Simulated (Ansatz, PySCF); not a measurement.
Gas-phase reaction (SMILES): [Cl][In]([Cl])[Cl] + F (HF) -> [F][In]([Cl])[Cl] + Cl (HCl); hydrogen fluoride cleaves one In-Cl bond, a model of a ligand-exchange step.

Structures are relaxed separately at B3LYP-D3(BJ)/def2-TZVP in Ansatz (a quantum-chemistry and plane-wave program). Cores are frozen in the correlated levels unless marked. No spin-orbit coupling. Frozen are the shells of the preceding noble gas and the d and f shells that filled before the atom's block. In def2 rows, elements after Kr have scalar-relativistic effective core potentials. CBS marks a two-point X^-3 extrapolation of the correlation energy; Hartree-Fock from the larger set. Thermal terms are rigid-rotor harmonic-oscillator values from B3LYP-D3(BJ) frequencies (Ansatz or PySCF) at 298.15 K and 1 atm. 1 Eh = 627.5095 kcal/mol.

| species | E, CCSD(T)/CBS(def2-TZVPPD,def2-QZVPPD) (Ansatz) (Eh) | E, PBE0-D4/def2-TZVPD (Ansatz + dftd4) (Eh) | H - E (Eh) |
|---|---|---|---|
| [Cl][In]([Cl])[Cl] | -1568.76858 | -1570.48530 | 0.01020 |
| F (HF) | -100.39266 | -100.39487 | 0.01259 |
| [F][In]([Cl])[Cl] | -1208.76075 | -1210.18970 | 0.01057 |
| Cl (HCl) | -460.37886 | -460.66608 | 0.01000 |

Q: Work out ΔE and ΔH at 298.15 K at the first level, then ΔH at the second.

A: 
1. ΔE = [(-1208.76075) + (-460.37886)] - [(-1568.76858) + (-100.39266)] = 0.02163 Eh = 13.6 kcal/mol at CCSD(T)/CBS(def2-TZVPPD,def2-QZVPPD).
2. The terms H - E add up to -0.00222 Eh, so ΔH = (0.02163 + (-0.00222))×627.5095 = 12.2 kcal/mol.
3. At PBE0-D4/def2-TZVPD the same steps give ΔE = 15.3 and ΔH = 13.9 kcal/mol, a shift of +1.7 from the first level.
4. These values are not checked against measurement here, since the tables used lack a sound gas-phase enthalpy of formation for at least one species.
